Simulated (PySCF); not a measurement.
Structure from NMR data

An unknown has the formula C5H15PSi2. Its calculated NMR data are:

¹H NMR (300 MHz, computed): δ 7.49 (m, 1H), 7.32 (m, 1H), 4.52 (m, 2H), 4.39 (m, 2H), 1.22 (m, 2H), 1.15 (m, 1H), 1.13 (m, 6H).

¹³C{¹H} NMR (computed): δ 158.6 (CH), 154.2 (CH), 20.9 (CH3, 2C), 17.5 (CH).

PySCF calculation with geometry: GFN2-xTB and shieldings: GIAO PBE0/pcSseg-1; single conformer, relativity neglected, equivalent nuclei averaged, gas phase.

Scale: ¹H (31.72 ppm) and ¹³C (186.93 ppm) vs TMS (reference shieldings calculated alike).

Propose a structure and justify it.

Results:


4 carbon signals for 5 carbons: some carbons are equivalent by symmetry or fast rotation. Carbon types of the structure: 3 × CH, 2 × CH3, leaving 6 H on heteroatoms. δC 158.6, 154.2: alkene CH; an sp2 carbon of a C=C bond. δC 20.9: methyl carbon; a saturated carbon with 1 carbon neighbour and no heteroatom attached. δC 17.5: sp3 CH bonded to Si. δH 7.49, 7.32: hydrogen on an alkene CH; a vinylic proton, deshielded by the sp2 carbon and the C=C anisotropy. δH 4.39: hydrogen on a silicon bonded to 2 C. δH 1.15: hydrogen on an sp3 CH bonded to Si. δH 1.13: hydrogen on a methyl carbon.

Structure: `CC(C)[SiH2]/C=C\[SiH2]P`.

The data come from this structure; uniqueness wasn't tested.

Splittings by ³¹P in the carbon and heteronuclear signals aren't shown, as no couplings were computed. Shifts are as computed. Against solution values, carbons near 30 ppm lie about +3 ppm off and those near 130 ppm about +5 ppm. Of 1211 compounds with measured shifts, 218 miss one by over three times the rms of a fit or turn the order of signals round; such compounds aren't used in these exercises. No couplings were computed; multiplicities are counted from neighbouring protons, with m where these are inequivalent, close in shift, in a saturated or five-membered ring or joined by F or P, and br s for small geminal =CH2 splittings.
